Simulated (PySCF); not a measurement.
Method: TPSSh-D3(BJ)/def2-TZVP // B3LYP-D3(BJ)/def2-TZVP run with PySCF 2.14.0. Gas-phase values, no solvent. One relaxed conformer stands for a flexible species; it need not be the lowest. Delta-SCF ions had no search for a lower state. Excitations are Tamm–Dancoff values on a coarser integration grid. The basis has no diffuse functions, so Rydberg states are missing or too high.

Reference species (SMILES): `OC[SiH]=[SiH2]` (H–O–C–Si torsion -173°, O–C–Si–Si torsion -106°) (neutral, multiplicity 1).

- vertical ionisation energy (Delta-SCF) = 7.73 eV
- T1 excitation (TDA) = 1.70 eV
- HOMO–LUMO gap = 3.25 eV

Changed species: `[SiH2]=CO[SiH3]` (Si–C–O–Si torsion 0°).

Q: What does the change do to the vertical ionisation energy (Delta-SCF), T1 excitation (TDA) and HOMO–LUMO gap?

A: the vertical ionisation energy (Delta-SCF) goes up by 0.12 eV, to 7.85 eV; the T1 excitation (TDA) goes up by 0.66 eV, to 2.36 eV; the HOMO–LUMO gap rises by 0.78 eV, to 4.03 eV.
